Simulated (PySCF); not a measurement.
# Ionisation energy of Zn²⁰⁺ by level of theory

Zn²⁰⁺ [Ne] (1S) → Zn²¹⁺ [He] 2s2 2p5 (2P), as a difference of total energies. All numbers are calculated (PySCF 2.14, the non-relativistic Hamiltonian (point nucleus), in an even-tempered Gaussian basis (18 s from 4.6 bohr⁻², ratio 2.2; 11 p from 6 bohr⁻², ratio 2.2; 6 d from 30 bohr⁻², ratio 2.4; 5 f from 45 bohr⁻², ratio 2.4; 5 g from 68 bohr⁻², ratio 2.4)). Correlated levels: nothing frozen; virtual orbitals above 40 to 60 times the deepest correlated orbital energy dropped. The calculations carry no spin-orbit coupling.

```csv
method,ionisation energy (eV)
UHF,1844.7
LDA,1844.7
PBE,1844.3
PBE0,1844.9
r2SCAN,1846.1
PBEsol,1843.9
M06-2X,1845.3
MP2 (all electrons),1846.3
SCS-MP2 (all electrons),1846.2
```

A first-order spin-orbit estimate (lowest level to lowest level, LS coupling) adds -7.631 eV.

These non-relativistic numbers lack the scalar-relativistic shift.

For comparison: 1846.8 ± 1 eV (semi-empirical (NIST evaluation); NIST Atomic Spectra Database, ionization energies).
